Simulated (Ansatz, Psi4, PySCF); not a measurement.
CH3S (SMILES C[S]), doublet, geometry from GFN2-xTB, atoms displaced at random by about 0.08 Å a coordinate. Base run: PySCF with PBE0/cc-pVDZ, gradient.

Input for PySCF:
```python
from pyscf import gto, scf, dft

mol = gto.Mole()
mol.atom = '''
    C    -0.00126137    1.01912140    0.09380364
    S    -0.05520671   -0.69478602   -0.16883268
    H     0.98334482    1.44914533   -0.01201551
    H    -0.41363220    1.38111388    0.91259552
    H    -0.42448412    1.52922489   -0.87787882
'''
mol.basis = 'cc-pvdz'
mol.spin = 1
mol.verbose = 4
mol.build()

mf = dft.UKS(mol)
mf.xc = 'pbe0'
mf.kernel()
g = mf.nuc_grad_method()
grad = g.kernel()
```

Programs used: Ansatz (a quantum-chemistry and plane-wave program), Psi4, PySCF; a row that names a program was run with it.

The coordinate followed is x of atom 1.

The base run was repeated with changes; each row names its change, and settings that it needs were set with it.

```csv
change,dE/dx (Eh/bohr),net force (Eh/bohr)
base,-0.026644,0.000003
finite difference step (bohr) = 1e-4; conv_tol = 1e-11,-0.026646,-
finite difference step (bohr) = 1e-5; conv_tol = 1e-11,-0.026646,-
finite difference step (bohr) = 1e-3; conv_tol = 1e-11,-0.026646,-
finite difference step (bohr) = 0.2; conv_tol = 1e-11,-0.018581,-
conv_tol = 1e-11,-0.026643,0.000003
finite difference step (bohr) = 0.05; conv_tol = 1e-11,-0.026142,-
grids.level = 1; grid_response = on,-0.026659,0.000000
grids.level = 0; grid_response = on,-0.026265,0.000000
code = psi4,-0.026656,0.000003
code = ansatz,-0.026644,0.000000
grids.level = 1; grid_response = off,-0.026657,0.000095
```

The net force is zero for an exact gradient.

Open shells are given as the SCF converged; they aren't shown to be the lowest states, and a large step between rows can be another state.
